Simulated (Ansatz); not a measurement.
Ansatz (a program for electronic structure) input (HF/6-31G*):

Ansatz 0.2 input:
```yaml
crystal:
  periodic: [false, false, false]
  atoms:
    - {symbol: C, position_ang: [-1.55727675, 0.20346095, 0.20876593]}
    - {symbol: C, position_ang: [-0.58603689, -0.93482435, 0.39681162]}
    - {symbol: C, position_ang: [0.62458497, -0.04137514, 0.27997298]}
    - {symbol: C, position_ang: [-0.33836810, 1.09511432, -0.15463862]}
    - {symbol: N, position_ang: [1.61185788, -0.43179606, -0.71205068]}
    - {symbol: H, position_ang: [-2.07048131, 0.50790225, 1.11858151]}
    - {symbol: H, position_ang: [-2.30463011, 0.07852604, -0.56897146]}
    - {symbol: H, position_ang: [-0.70559139, -1.91359097, 0.82831710]}
    - {symbol: H, position_ang: [1.06966846, 0.16586600, 1.25764206]}
    - {symbol: H, position_ang: [-0.25077308, 2.02986422, 0.38689781]}
    - {symbol: H, position_ang: [-0.26166550, 1.28739913, -1.21701426]}
    - {symbol: H, position_ang: [2.02812440, -1.30892941, -0.46104247]}
    - {symbol: H, position_ang: [2.35492408, 0.24128035, -0.74552712]}
basis:
  gaussian:
    orbitals: 6-31G*
hamiltonian:
  xc: {name: HF}
magnetization: {spin_polarized: true, initial_magnetization: 1}
phonons: {temperatures: {t_min: 298.15, t_max: 298.15, t_step: 100}}
```

Output:

```
Functional definition: HF
integrals: 0.04 GiB planned
1097 factors; integrals over basis functions are off by at most 3.4e-4 eV
mean field: 0.32 GiB planned
mean field evaluation 1: about -5724.2631 eV, gradient 2.4e1 eV
mean field evaluation 2: about -5724.2601 eV, gradient 2.4e1 eV
mean field evaluation 4: about -5727.5886 eV, gradient 3.1e0 eV
mean field evaluation 8: about -5727.6779 eV, gradient 6.6e-2 eV
mean field -5727.67778575 eV, -210.4882762669 hartree, gradient 2.5e-5 eV, S^2 0.764537; 0 other end points of the search recorded, 0 dependent functions left out
the calculation of the forces begins
reference -5727.67778575 eV, -210.4882762669 hartree; 20, 19 occupied and 71, 72 virtual orbitals, 1097 factors
these checks for a lower state are left out or cut short: stability, starts, cluster_reference, orbital_swaps, neighbouring_geometries, increment
integrals: 0.04 GiB planned
1097 factors; integrals over basis functions are off by at most 3.4e-4 eV
mean field: 0.32 GiB planned
mean field evaluation 16: about -5727.6776 eV, gradient 2.1e-6 eV
mean field -5727.67758541 eV, -210.4882689046 hartree, gradient 1.6e-6 eV, S^2 0.764530; 0 other end points of the search recorded, 0 dependent functions left out
the calculation of the forces begins
reference -5727.67758541 eV, -210.4882689046 hartree; 20, 19 occupied and 71, 72 virtual orbitals, 1097 factors
these checks for a lower state are left out or cut short: stability, starts, cluster_reference, orbital_swaps, neighbouring_geometries, increment
integrals: 0.04 GiB planned
1097 factors; integrals over basis functions are off by at most 3.4e-4 eV
mean field: 0.32 GiB planned
mean field -5727.67758912 eV, -210.4882690409 hartree, gradient 2.1e-6 eV, S^2 0.764546; 0 other end points of the search recorded, 0 dependent functions left out
the calculation of the forces begins
reference -5727.67758912 eV, -210.4882690409 hartree; 20, 19 occupied and 71, 72 virtual orbitals, 1097 factors
these checks for a lower state are left out or cut short: stability, starts, cluster_reference, orbital_swaps, neighbouring_geometries, increment
integrals: 0.04 GiB planned
1097 factors; integrals over basis functions are off by at most 3.4e-4 eV
mean field: 0.32 GiB planned
mean field evaluation 32: about -5727.6777 eV, gradient 2.1e-6 eV
mean field -5727.67765248 eV, -210.4882713695 hartree, gradient 2.1e-6 eV, S^2 0.764563; 0 other end points of the search recorded, 0 dependent functions left out
the calculation of the forces begins
reference -5727.67765248 eV, -210.4882713695 hartree; 20, 19 occupied and 71, 72 virtual orbitals, 1097 factors
these checks for a lower state are left out or cut short: stability, starts, cluster_reference, orbital_swaps, neighbouring_geometries, increment
integrals: 0.04 GiB planned
1097 factors; integrals over basis functions are off by at most 3.4e-4 eV
mean field: 0.32 GiB planned
mean field -5727.67765453 eV, -210.4882714445 hartree, gradient 1.6e-6 eV, S^2 0.764513; 0 other end points of the search recorded, 0 dependent functions left out
the calculation of the forces begins
reference -5727.67765453 eV, -210.4882714445 hartree; 20, 19 occupied and 71, 72 virtual orbitals, 1097 factors
these checks for a lower state are left out or cut short: stability, starts, cluster_reference, orbital_swaps, neighbouring_geometries, increment
integrals: 0.04 GiB planned
1097 factors; integrals over basis functions are off by at most 3.4e-4 eV
mean field: 0.32 GiB planned
mean field -5727.67760309 eV, -210.4882695544 hartree, gradient 2.1e-6 eV, S^2 0.764514; 0 other end points of the search recorded, 0 dependent functions left out
the calculation of the forces begins
reference -5727.67760309 eV, -210.4882695544 hartree; 20, 19 occupied and 71, 72 virtual orbitals, 1097 factors
these checks for a lower state are left out or cut short: stability, starts, cluster_reference, orbital_swaps, neighbouring_geometries, increment
integrals: 0.04 GiB planned
1097 factors; integrals over basis functions are off by at most 3.4e-4 eV
mean field: 0.32 GiB planned
mean field -5727.67760367 eV, -210.4882695756 hartree, gradient 2.2e-6 eV, S^2 0.764561; 0 other end points of the search recorded, 0 dependent functions left out
the calculation of the forces begins
reference -5727.67760367 eV, -210.4882695756 hartree; 20, 19 occupied and 71, 72 virtual orbitals, 1097 factors
these checks for a lower state are left out or cut short: stability, starts, cluster_reference, orbital_swaps, neighbouring_geometries, increment
integrals: 0.04 GiB planned
1097 factors; integrals over basis functions are off by at most 3.4e-4 eV
mean field: 0.32 GiB planned
mean field -5727.67764506 eV, -210.4882710967 hartree, gradient 2.2e-6 eV, S^2 0.764534; 0 other end points of the search recorded, 0 dependent functions left out
[...]
mean field: 0.32 GiB planned
mean field evaluation 480: about -5727.6777 eV, gradient 2.2e-6 eV
mean field -5727.67774415 eV, -210.4882747380 hartree, gradient 2.2e-6 eV, S^2 0.764538; 0 other end points of the search recorded, 0 dependent functions left out
the calculation of the forces begins
reference -5727.67774415 eV, -210.4882747380 hartree; 20, 19 occupied and 71, 72 virtual orbitals, 1097 factors
these checks for a lower state are left out or cut short: stability, starts, cluster_reference, orbital_swaps, neighbouring_geometries, increment
integrals: 0.04 GiB planned
1097 factors; integrals over basis functions are off by at most 3.3e-4 eV
mean field: 0.32 GiB planned
mean field -5727.67774339 eV, -210.4882747101 hartree, gradient 2.2e-6 eV, S^2 0.764537; 0 other end points of the search recorded, 0 dependent functions left out
the calculation of the forces begins
reference -5727.67774339 eV, -210.4882747101 hartree; 20, 19 occupied and 71, 72 virtual orbitals, 1097 factors
these checks for a lower state are left out or cut short: stability, starts, cluster_reference, orbital_swaps, neighbouring_geometries, increment
integrals: 0.04 GiB planned
1097 factors; integrals over basis functions are off by at most 3.3e-4 eV
mean field: 0.32 GiB planned
mean field -5727.67766149 eV, -210.4882717003 hartree, gradient 2.1e-6 eV, S^2 0.764537; 0 other end points of the search recorded, 0 dependent functions left out
the calculation of the forces begins
reference -5727.67766149 eV, -210.4882717003 hartree; 20, 19 occupied and 71, 72 virtual orbitals, 1097 factors
these checks for a lower state are left out or cut short: stability, starts, cluster_reference, orbital_swaps, neighbouring_geometries, increment
integrals: 0.04 GiB planned
1097 factors; integrals over basis functions are off by at most 3.4e-4 eV
mean field: 0.32 GiB planned
mean field -5727.67766365 eV, -210.4882717798 hartree, gradient 2.2e-6 eV, S^2 0.764537; 0 other end points of the search recorded, 0 dependent functions left out
the calculation of the forces begins
reference -5727.67766365 eV, -210.4882717798 hartree; 20, 19 occupied and 71, 72 virtual orbitals, 1097 factors
these checks for a lower state are left out or cut short: stability, starts, cluster_reference, orbital_swaps, neighbouring_geometries, increment
integrals: 0.04 GiB planned
1097 factors; integrals over basis functions are off by at most 3.4e-4 eV
mean field: 0.32 GiB planned
mean field -5727.67776639 eV, -210.4882755554 hartree, gradient 2.2e-6 eV, S^2 0.764538; 0 other end points of the search recorded, 0 dependent functions left out
the calculation of the forces begins
reference -5727.67776639 eV, -210.4882755554 hartree; 20, 19 occupied and 71, 72 virtual orbitals, 1097 factors
these checks for a lower state are left out or cut short: stability, starts, cluster_reference, orbital_swaps, neighbouring_geometries, increment
integrals: 0.04 GiB planned
1097 factors; integrals over basis functions are off by at most 3.4e-4 eV
mean field: 0.32 GiB planned
mean field evaluation 512: about -5727.6778 eV, gradient 2.4e-2 eV
mean field -5727.67776705 eV, -210.4882755797 hartree, gradient 2.2e-6 eV, S^2 0.764537; 0 other end points of the search recorded, 0 dependent functions left out
the calculation of the forces begins
reference -5727.67776705 eV, -210.4882755797 hartree; 20, 19 occupied and 71, 72 virtual orbitals, 1097 factors
these checks for a lower state are left out or cut short: stability, starts, cluster_reference, orbital_swaps, neighbouring_geometries, increment
integrals: 0.04 GiB planned
1097 factors; integrals over basis functions are off by at most 3.4e-4 eV
mean field: 0.32 GiB planned
mean field -5727.67769466 eV, -210.4882729195 hartree, gradient 2.2e-6 eV, S^2 0.764538; 0 other end points of the search recorded, 0 dependent functions left out
the calculation of the forces begins
reference -5727.67769466 eV, -210.4882729195 hartree; 20, 19 occupied and 71, 72 virtual orbitals, 1097 factors
these checks for a lower state are left out or cut short: stability, starts, cluster_reference, orbital_swaps, neighbouring_geometries, increment
integrals: 0.04 GiB planned
1097 factors; integrals over basis functions are off by at most 3.4e-4 eV
mean field: 0.32 GiB planned
mean field -5727.67769436 eV, -210.4882729083 hartree, gradient 2.2e-6 eV, S^2 0.764536; 0 other end points of the search recorded, 0 dependent functions left out
the calculation of the forces begins
reference -5727.67769436 eV, -210.4882729083 hartree; 20, 19 occupied and 71, 72 virtual orbitals, 1097 factors
these checks for a lower state are left out or cut short: stability, starts, cluster_reference, orbital_swaps, neighbouring_geometries, increment
integrals: 0.04 GiB planned
1097 factors; integrals over basis functions are off by at most 3.4e-4 eV
mean field: 0.32 GiB planned
mean field -5727.67770311 eV, -210.4882732298 hartree, gradient 2.2e-6 eV, S^2 0.764537; 0 other end points of the search recorded, 0 dependent functions left out
the calculation of the forces begins
reference -5727.67770311 eV, -210.4882732298 hartree; 20, 19 occupied and 71, 72 virtual orbitals, 1097 factors
these checks for a lower state are left out or cut short: stability, starts, cluster_reference, orbital_swaps, neighbouring_geometries, increment
integrals: 0.04 GiB planned
1097 factors; integrals over basis functions are off by at most 3.4e-4 eV
mean field: 0.32 GiB planned
mean field evaluation 544: about -5727.6777 eV, gradient 2.2e-6 eV
mean field -5727.67770274 eV, -210.4882732164 hartree, gradient 2.2e-6 eV, S^2 0.764538; 0 other end points of the search recorded, 0 dependent functions left out
the calculation of the forces begins
reference -5727.67770274 eV, -210.4882732164 hartree; 20, 19 occupied and 71, 72 virtual orbitals, 1097 factors
these checks for a lower state are left out or cut short: stability, starts, cluster_reference, orbital_swaps, neighbouring_geometries, increment
integrals: 0.04 GiB planned
1097 factors; integrals over basis functions are off by at most 3.4e-4 eV
mean field: 0.32 GiB planned
mean field -5727.67777573 eV, -210.4882758986 hartree, gradient 2.2e-6 eV, S^2 0.764537; 0 other end points of the search recorded, 0 dependent functions left out
the calculation of the forces begins
reference -5727.67777573 eV, -210.4882758986 hartree; 20, 19 occupied and 71, 72 virtual orbitals, 1097 factors
these checks for a lower state are left out or cut short: stability, starts, cluster_reference, orbital_swaps, neighbouring_geometries, increment
integrals: 0.04 GiB planned
1097 factors; integrals over basis functions are off by at most 3.4e-4 eV
mean field: 0.32 GiB planned
mean field -5727.67777553 eV, -210.4882758913 hartree, gradient 2.2e-6 eV, S^2 0.764538; 0 other end points of the search recorded, 0 dependent functions left out
the calculation of the forces begins
reference -5727.67777553 eV, -210.4882758913 hartree; 20, 19 occupied and 71, 72 virtual orbitals, 1097 factors
Total energy: -5727.67778575 eV, -210.4882762669 hartree
Atom 0 at    -1.557277     0.203461     0.208766 Å, force    -0.000726    -0.000432    -0.000062 eV/Å
Atom 1 at    -0.586037    -0.934824     0.396812 Å, force     0.000437     0.000776    -0.000402 eV/Å
Atom 2 at     0.624585    -0.041375     0.279973 Å, force     0.000574     0.000138    -0.000670 eV/Å
Atom 3 at    -0.338368     1.095114    -0.154639 Å, force    -0.000028    -0.000508     0.001241 eV/Å
Atom 4 at     1.611858    -0.431796    -0.712051 Å, force     0.000140    -0.000548    -0.000088 eV/Å
Atom 5 at    -2.070481     0.507902     1.118582 Å, force     0.000077     0.000298    -0.000103 eV/Å
Atom 6 at    -2.304630     0.078526    -0.568971 Å, force     0.000098     0.000184     0.000127 eV/Å
Atom 7 at    -0.705591    -1.913591     0.828317 Å, force    -0.000016     0.000253    -0.000017 eV/Å
Atom 8 at     1.069668     0.165866     1.257642 Å, force    -0.000393     0.000333    -0.000075 eV/Å
Atom 9 at    -0.250773     2.029864     0.386898 Å, force    -0.000540    -0.000013    -0.000092 eV/Å
Atom 10 at    -0.261665     1.287399    -1.217014 Å, force     0.000249    -0.000255     0.000207 eV/Å
Atom 11 at     2.028124    -1.308929    -0.461042 Å, force     0.000165    -0.000239    -0.000104 eV/Å
Atom 12 at     2.354924     0.241280    -0.745527 Å, force    -0.000037     0.000012     0.000038 eV/Å
Dipole moment:     0.152079     0.038193     0.284358 e Å
Vibrations: 92.59 223.14 320.07 416.46 494.18 755.60 832.73 943.95 970.15 989.93 1019.05 1045.00 1112.02 1167.68 1230.25 1307.37 1327.43 1358.86 1392.78 1431.20 1486.79 1524.93 1616.20 1641.97 1827.07 3105.97 3189.62 3232.38 3240.96 3296.78 3352.79 3710.71 3794.19 cm⁻¹, zero-point energy 3.313527 eV
```

The blocks after the first are displaced geometries, from whose forces the wavenumbers follow.
